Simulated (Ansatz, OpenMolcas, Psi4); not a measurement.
A ladder of methods for C2H8OSi (SMILES CC[SiH2]O)

The species is C2H8OSi (12 atoms), meant as a singlet with charge 0. SMILES: `CC[SiH2]O`. The shape is that of a PBE0-D4/def2-TZVP optimisation. This is one conformer, not always the lowest.

```xyz
12

C    -1.4620   -0.3151   -0.1304
C    -0.1931   -0.5952    0.6706
Si    1.3481    0.1382   -0.0886
O     1.2580    1.7827   -0.2296
H    -1.3847   -0.7013   -1.1508
H    -1.6591    0.7583   -0.1987
H    -2.3414   -0.7753    0.3268
H    -0.2921   -0.2109    1.6917
H    -0.0311   -1.6758    0.7672
H     1.5558   -0.4735   -1.4355
H     2.5306   -0.1249    0.7691
H     0.7481    2.1376   -0.9579
```

Each level gives the energy change with the C1–C2 bond stretched from 1.526 to 2.748 Å (eV). The values are calculated.

| level | kind | program | value (eV) |
| --- | --- | --- | --- |
| HF/cc-pVDZ (restricted) | Hartree–Fock | Psi4 | 4.87 |
| SVWN5/cc-pVDZ (restricted) | LDA | Ansatz | 4.30 |
| PBE/cc-pVDZ (restricted) | GGA | OpenMolcas | 3.94 |
| r2SCAN/cc-pVDZ (restricted) | meta-GGA | OpenMolcas | 4.15 |
| BHLYP/cc-pVDZ (restricted) | global hybrid | Ansatz | 4.58 |
| CAM-B3LYP/cc-pVDZ (restricted) | range-separated hybrid | Ansatz | 4.46 |
| wB97X/cc-pVDZ (restricted) | range-separated hybrid | Ansatz | 4.65 |
| RPA@PBE/cc-pVDZ (restricted) | RPA | Ansatz | 3.86 |
| CCSD/cc-pVDZ (restricted) | coupled cluster or CI | Ansatz | 4.11 |

The first shape isn't each level's own minimum. The values span 3.86 to 4.87 eV.
